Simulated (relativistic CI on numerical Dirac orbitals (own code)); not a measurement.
## Ho3+: 5s photoemission

Computed with this model: Dirac-Coulomb-Breit CI, orbitals from a KLI potential per configuration, model QED, valence Slater integrals scaled by 0.7, multiplet model of photoemission in the sudden approximation; configurations [Xe] 4f10 → [Kr] 4d10 4f10 5s 5p6; 80 K; Lorentzian 1.5 eV and Gaussian 0.6 eV FWHM. Energies are those of the free ion, without screening or charge transfer. The energies are binding energies and can lie tens of eV above those of solids. Without intra-shell correlation the exchange splitting of an s hole comes out too large, often by half or more. S is read from ⟨S²⟩ = S(S + 1).

free ion: ground-state S = 1.92, centroid 89.94 eV. Peaks (eV, height): 89.2 (100), 91.2 (65).

Strongest unbroadened transitions for free ion:

```csv
Energy (eV),Relative strength
89.13,100.0
89.64,23.7
91.25,62.3
91.72,0.3
92.09,3.0
92.95,0.0
93.43,0.0
93.82,0.0
```
